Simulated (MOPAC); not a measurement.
MOPAC input (PM3):

```
PM3 1SCF UHF MS=0.5 GEO-OK AUX(PRECISION=9) THREADS=1
C2H2BCl2

C    -2.45534800 1   -0.27260600 1   -0.44684200 1
C    -1.53108800 1    0.08178900 1    0.41279500 1
B    -0.01849900 1    0.04078700 1    0.11428200 1
Cl    1.11811000 1    0.54446900 1    1.35778600 1
Cl    0.61038200 1   -0.49431500 1   -1.43250400 1
H    -3.53197300 1   -0.34057200 1   -0.50115900 1
H    -1.84128800 1    0.42893400 1    1.40424600 1
```

From the output:

```
                                                       MOPAC v23.2.5 Linux

          FINAL HEAT OF FORMATION =          1.69541 KCAL/MOL =       7.09359 KJ/MOL

          COSMO AREA              =        128.78 SQUARE ANGSTROMS
          COSMO VOLUME            =        117.35 CUBIC ANGSTROMS

          IONIZATION POTENTIAL    =         10.048175 EV
          ALPHA SOMO LUMO (EV)    =        -10.048 -0.954
          BETA  SOMO LUMO (EV)    =        -10.368 -0.213
          NO. OF ALPHA ELECTRONS  =         14
          NO. OF BETA  ELECTRONS  =         13
          MOLECULAR WEIGHT        =        107.7538         POINT GROUP:  Cs

          MOLECULAR DIMENSIONS (Angstroms)

            Atom       Atom       Distance
            H     6   Cl     4     5.08549
            H     7   Cl     5     3.71752
            C     2    C     1     0.00000

          SCF CALCULATIONS        =          1

   ATOM   CHEMICAL          X               Y               Z
  NUMBER   SYMBOL      (ANGSTROMS)     (ANGSTROMS)     (ANGSTROMS)

     1       C         -2.45534800  *  -0.27260600  *  -0.44684200  *
     2       C         -1.53108800  *   0.08178900  *   0.41279500  *
     3       B         -0.01849900  *   0.04078700  *   0.11428200  *
     4      Cl          1.11811000  *   0.54446900  *   1.35778600  *
     5      Cl          0.61038200  *  -0.49431500  *  -1.43250400  *
     6       H         -3.53197300  *  -0.34057200  *  -0.50115900  *
     7       H         -1.84128800  *   0.42893400  *   1.40424600  *

                             CARTESIAN COORDINATES

   1    C       -2.455348000    -0.272606000    -0.446842000
   2    C       -1.531088000     0.081789000     0.412795000
   3    B       -0.018499000     0.040787000     0.114282000
   4   Cl        1.118110000     0.544469000     1.357786000
   5   Cl        0.610382000    -0.494315000    -1.432504000
   6    H       -3.531973000    -0.340572000    -0.501159000
   7    H       -1.841288000     0.428934000     1.404246000

           Empirical Formula: C2 H2 B Cl2  =     7 atoms

      MOLECULAR POINT GROUP   :   Cs

          ALPHA EIGENVALUES
 -55.95625 -54.84724 -32.91869 -21.96889 -17.75642 -16.73261 -14.62022 -13.02484
 -13.00734 -11.07323 -10.80464 -10.37593 -10.33687 -10.04817  -0.95405   1.54108
   1.71356   2.12018   2.72491   3.57604   4.23247   5.21972

           BETA EIGENVALUES
 -56.01672 -54.90548 -32.40379 -21.18786 -17.36009 -16.36234 -14.33341 -13.10652
 -12.85239 -10.63351 -10.47345 -10.40680 -10.36764  -0.21250   0.20091   1.56134
   1.79033   2.33619   2.85571   3.82028   4.39197   5.86345

              NET ATOMIC CHARGES AND DIPOLE CONTRIBUTIONS

  ATOM NO.   TYPE          CHARGE      No. of ELECS.   s-Pop       p-Pop
    1          C          -0.050163        4.0502     1.31852     2.73164
    2          C          -0.169567        4.1696     1.16090     3.00867
    3          B          -0.223669        3.2237     1.10164     2.12203
    4         Cl           0.078439        6.9216     1.95973     4.96183
    5         Cl           0.109165        6.8908     1.95940     4.93144
    6          H           0.133563        0.8664     0.86644
    7          H           0.122231        0.8778     0.87777
 DIPOLE           X         Y         Z       TOTAL
 POINT-CHG.    -0.747    -0.065    -0.088     0.755
 HYBRID        -0.805     0.131     0.459     0.936
 SUM           -1.552     0.066     0.371     1.597

          ATOMIC ORBITAL ELECTRON POPULATIONS

     Atom    s        px        py        pz
    1  C   1.31852   0.93633   0.87375   0.92156
    2  C   1.16090   0.99138   1.02698   0.99030
    3  B   1.10164   0.83782   0.55648   0.72773
    4 Cl   1.95973   1.65378   1.74939   1.55866
    5 Cl   1.95940   1.86341   1.72851   1.33952
    6  H   0.86644
    7  H   0.87777

                    (SZ)    =    0.500000
                    (S**2)  =    0.901357

          ATOMIC ORBITAL SPIN POPULATIONS

    Atom   Total    s     px     py     pz
         Atomic
    1  C  1.3631  0.162  0.207  0.386  0.608
    2  C -0.4688 -0.035 -0.065 -0.284 -0.084
    3  B  0.0665  0.026  0.039 -0.001  0.003
    4 Cl -0.0173 -0.000  0.004 -0.019 -0.003
    5 Cl -0.0218 -0.000  0.002 -0.021 -0.003
    6  H -0.0223 -0.022
    7  H  0.1005  0.100

 **********************
 *                    *
 * JOB ENDED NORMALLY *
 *                    *
 **********************

 == MOPAC DONE ==
```

The geometry given is a B3LYP-D3(BJ)/def2-TZVP minimum.

The determinant is spin-contaminated: <S^2> is 0.90 against 0.75 for a pure state.
